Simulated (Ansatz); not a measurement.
Rh₃⁻ (the lowest singlet isomer of a short search), 3 atoms. Hardware: 4 threads of Arm Neoverse V2 on a shared host.

In the def2 sets Rh takes a core potential; there is no spin–orbit coupling. Correlated methods freeze no core orbitals; core or outer-core shells of Rh are correlated, in sets that lack core-valence functions.

Task: How many basis functions does each of these Ansatz runs have, and roughly what does it cost? RPA@PBE/def2-TZVPD, charge -1 quintet, energy, from earlier orbitals; PBE with 10 % exact exchange/def2-TZVPD, charge -1 triplet, energy, from earlier orbitals; PBE with 5 % exact exchange/def2-TZVPD, charge -1 triplet, energy, from earlier orbitals; HSE06-D4/def2-TZVPD, charge -1 quintet, energy, from earlier orbitals; BLYP-D4/def2-TZVPD, charge -1 triplet, energy, from earlier orbitals; PBE-D4/def2-TZVPD, charge -1 triplet, energy, from earlier orbitals; HSE06-D4/def2-TZVPD, charge -1 triplet, energy, from earlier orbitals; PBE-D4/def2-TZVPD, charge -1 triplet, relaxation, 4 steps; PBE-D4/def2-TZVPD, charge -1 singlet, energy, from earlier orbitals; PBE-D4/def2-TZVPD, charge 0 doublet at the geometry of the charge -1 singlet, energy; LC-ωPBE/def2-TZVPD, charge -1 triplet, energy, from earlier orbitals; r2SCAN-D4/def2-TZVPD, charge -1 singlet, energy, from earlier orbitals.

Result: Other jobs shared the machine, so times can vary by a factor of up to 3. A dash marks memory too small to be measured apart from the calling script's.

| run | functions | fitting or Cholesky vectors | wall time | peak host memory (GiB) |
| --- | --- | --- | --- | --- |
| PBE-D4/def2-TZVPD, charge -1 singlet, energy, from earlier orbitals | 120 | 1062 | 1.4 s | – |
| r2SCAN-D4/def2-TZVPD, charge -1 singlet, energy, from earlier orbitals | 120 | 1062 | 3.2 s | – |
| RPA@PBE/def2-TZVPD, charge -1 quintet, energy, from earlier orbitals | 120 | 1173 | 4.8 s | – |
| BLYP-D4/def2-TZVPD, charge -1 triplet, energy, from earlier orbitals | 120 | 1062 | 8.5 s | – |
| PBE-D4/def2-TZVPD, charge -1 triplet, energy, from earlier orbitals | 120 | 1062 | 8.5 s | – |
| HSE06-D4/def2-TZVPD, charge -1 quintet, energy, from earlier orbitals | 120 | 1125 | 9.5 s | – |
| PBE with 10 % exact exchange/def2-TZVPD, charge -1 triplet, energy, from earlier orbitals | 120 | 1062 | 9.5 s | – |
| PBE with 5 % exact exchange/def2-TZVPD, charge -1 triplet, energy, from earlier orbitals | 120 | 1062 | 9.5 s | – |
| HSE06-D4/def2-TZVPD, charge -1 triplet, energy, from earlier orbitals | 120 | 1125 | 11 s | – |
| PBE-D4/def2-TZVPD, charge -1 triplet, relaxation, 4 steps | 120 | 1062 | 12 s | – |
| LC-ωPBE/def2-TZVPD, charge -1 triplet, energy, from earlier orbitals | 120 | 1062 | 48 s | – |
| PBE-D4/def2-TZVPD, charge 0 doublet at the geometry of the charge -1 singlet, energy | 120 | 1062 | 83 s | – |
